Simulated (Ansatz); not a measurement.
H3In (SMILES [InH3]) moved off its minimum; all values from Ansatz (a quantum-chemistry and plane-wave program), cores frozen in correlated methods. Elements past Kr take the def2 small-core potentials, without spin–orbit coupling.
(charge 0, multiplicity 1)
```xyz
4

In     0.04426    -0.00442    -0.00803
H      0.67664    -0.41670     1.52202
H     -0.42079     1.65213    -0.35295
H     -0.38034    -1.25384    -1.24025
```

Question: Give the forces (eV/Å), the total energy and the dipole at CCSD(T)/def2-TZVPPD.

Answer: 
```tsv
atom	Fx	Fy	Fz
In1	-0.607	-0.195	-0.775
H2	0.295	-0.167	0.447
H3	0.086	0.020	-0.031
H4	0.225	0.342	0.359
```
Energy -191.0240 hartree, dipole 0.41 D.
